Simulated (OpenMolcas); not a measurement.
Cr2+ among 6 point charges of -1.3 e arranged as an octahedron (Oh), 2.09 Å from the ion.
```
   2.0900    0.0000    0.0000  -1.30
   0.0000    2.0900    0.0000  -1.30
  -2.0900    0.0000    0.0000  -1.30
   0.0000   -2.0900    0.0000  -1.30
   0.0000    0.0000    2.0900  -1.30
   0.0000    0.0000   -2.0900  -1.30
```

```json
{
  "Program": "OpenMolcas 26.06",
  "Method": "CASSCF",
  "Basis": "ANO-RCC-VDZP [5s4p2d1f]",
  "Scalar Hamiltonian": "DKH2, point nucleus",
  "Active space": "4 electrons in 5 orbitals (3d)",
  "State averaging": "2S+1 = 5 even, 5 roots; 2S+1 = 3 even, 45 roots; 2S+1 = 1 even, 50 roots",
  "Spin-orbit coupling": "RASSI with atomic mean-field integrals over the reference wave functions"
}
```

Question: What is the spin-free ground state (labels of O, the rotations of Oh)?

Answer: 5E, 2-fold in its orbital part, 100 % from free-ion D terms; it has the highest spin that d4 allows.

Question: Where is the first state of the same spin?

Answer: 5T2 at 4030 cm-1 above the ground state.

Question: What are the lowest two levels with spin-orbit coupling?

Answer: A 1-fold level A1, then a 3-fold level T1 9.1 cm-1 above it. Their leading multiplicities are 5 (100 %) and 5 (100 %).

Question: What is χT at 300 K, and how does it compare with the textbook value?

Answer: The lowest level has 2S+1 = 5, for which the spin-only value is χT = S(S+1) / 2 = 3.000 cm3 K/mol (g = 2). The computed 2.891 at 300 K differs by -0.109, through orbital momentum, spin-orbit coupling and any other state in reach.

An orbital doublet at a regular site is open to a Jahn-Teller distortion, which this geometry leaves out. Without dynamic correlation the repulsion within the d shell is too large (B by tens of per cent), so at a given field states of lower spin stand too high. The ground term spreads over less than 5000 cm-1, several times less than with real ligands, so orbital moments are less quenched and χT lies further from the spin-only value than at real sites. Point charges carry no covalency, so the field is a model and not that of real ligands. No measured value stands beside these numbers.
